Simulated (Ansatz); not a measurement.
**Question.** Name a neutral molecule of C, F, Si and H with HOMO–LUMO gap (PBE/def2-TZVPP) between 5.60 and 5.90 eV and HOMO–LUMO gap (PBE0/def2-TZVPP) between 7.65 and 7.95 eV (Ansatz, PBE0-D4/def2-TZVP geometry).

**Answer.** `FC1=C[SiH2]1` (5.67 eV, 7.71 eV); `C#CC[SiH2]F` (5.81 eV, 7.93 eV); `F[SiH]([SiH3])C[SiH3]` (5.65 eV, 7.69 eV). Other molecules can fit too; these were computed, each in one conformer that needn't be the lowest.
